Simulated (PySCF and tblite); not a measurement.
Results of a calculation; reference values are marked as such.
2-ethynylpyridine, C₇H₅N, numbered as in [CH:1]#[C:2][c:3]1[cH:4][cH:5][cH:6][cH:7][n:8]1.

Classical Langevin dynamics with GFN2-xTB (tblite), gas phase: time step 1.5 fs, H mass 4 u, friction 0.005 fs⁻¹, 400 steps to settle and 8000 to sample, one trajectory a temperature from the lowest conformer.

GIAO shieldings at KT3/pcSseg-1 (PySCF) on 6 frames a temperature; like atoms are averaged, and of two unlike H on one atom a is the less shielded at the minimum.

Problem. How far do thermal motions move the shieldings from their values at the minimum?

Solution. 
| signal | σ at minimum (ppm) | Δσ, 100 K | Δσ, 300 K | Δσ, 500 K |
| --- | --- | --- | --- | --- |
| C1 | 109.1 | 0.3 ± 0.8 | -3.0 ± 2.7 | -2.3 ± 1.6 |
| C2 | 103.9 | -0.1 ± 0.4 | -2.6 ± 0.5 | -3.6 ± 1.4 |
| C3 | 49.9 | 0.3 ± 0.9 | 0.3 ± 1.9 | -2.4 ± 1.4 |
| C4 | 60.9 | 2.2 ± 1.3 | 0.8 ± 1.3 | 0.0 ± 1.6 |
| C5 | 56.4 | -0.3 ± 0.8 | -3.4 ± 1.6 | -4.0 ± 1.7 |
| C6 | 68.5 | 0.2 ± 0.9 | -5.0 ± 2.4 | -3.0 ± 1.2 |
| C7 | 42.3 | -0.6 ± 0.7 | -0.1 ± 1.7 | -1.2 ± 1.8 |
| N8 | -69.0 | -2.5 ± 2.0 | -3.4 ± 8.2 | -8.2 ± 4.0 |
| H1 | 28.93 | 0.10 ± 0.16 | -0.52 ± 0.36 | -0.29 ± 0.21 |
| H4 | 24.37 | 0.17 ± 0.09 | 0.21 ± 0.19 | -0.05 ± 0.17 |
| H5 | 24.21 | 0.10 ± 0.14 | -0.38 ± 0.12 | -0.31 ± 0.24 |
| H6 | 24.81 | -0.07 ± 0.15 | -0.19 ± 0.18 | -0.38 ± 0.20 |
| H7 | 23.13 | -0.08 ± 0.07 | -0.17 ± 0.16 | -0.17 ± 0.08 |

Errors are standard errors over frames. Zero-point motion is missing, and a reference compound would move too.

Problem. What do the single frames at 300 K give for C2?

Solution. 
```json
{"t (fs)": "1599", "V above the minimum, tight binding (kcal/mol)": "9.7", "E above it, DFT (kcal/mol)": "10.2", "torsions (°)": "none", "σ (ppm)": "101.8"}
{"t (fs)": "3600", "V above the minimum, tight binding (kcal/mol)": "10.4", "E above it, DFT (kcal/mol)": "9.8", "torsions (°)": "none", "σ (ppm)": "101.3"}
{"t (fs)": "5600", "V above the minimum, tight binding (kcal/mol)": "10.0", "E above it, DFT (kcal/mol)": "11.2", "torsions (°)": "none", "σ (ppm)": "99.1"}
{"t (fs)": "7600", "V above the minimum, tight binding (kcal/mol)": "8.5", "E above it, DFT (kcal/mol)": "8.3", "torsions (°)": "none", "σ (ppm)": "100.7"}
{"t (fs)": "9600", "V above the minimum, tight binding (kcal/mol)": "10.8", "E above it, DFT (kcal/mol)": "13.3", "torsions (°)": "none", "σ (ppm)": "101.5"}
{"t (fs)": "11601", "V above the minimum, tight binding (kcal/mol)": "9.9", "E above it, DFT (kcal/mol)": "9.6", "torsions (°)": "none", "σ (ppm)": "103.0"}
```

Problem. And the couplings at B3LYP/pcseg-1 with pcJ-1 on H?

Solution. 
```
 pair  bonds  minimum (Hz)      100 K      300 K      500 K
H4,H5      3           8.7  8.8 ± 0.3  9.3 ± 0.7  9.6 ± 0.7
H5,H6      3           8.4  8.2 ± 0.3  7.7 ± 0.4  8.5 ± 0.4
H6,H7      3           5.4  6.0 ± 0.2  5.2 ± 0.7  4.9 ± 0.9
```

Changes within two standard errors are not significant.

The study took 12 min on 1 thread of Arm Neoverse V2, on a host shared with other jobs (rough), peak memory 0.82 GiB, launched as `OMP_NUM_THREADS=1 python ens_run.py task.json out`.
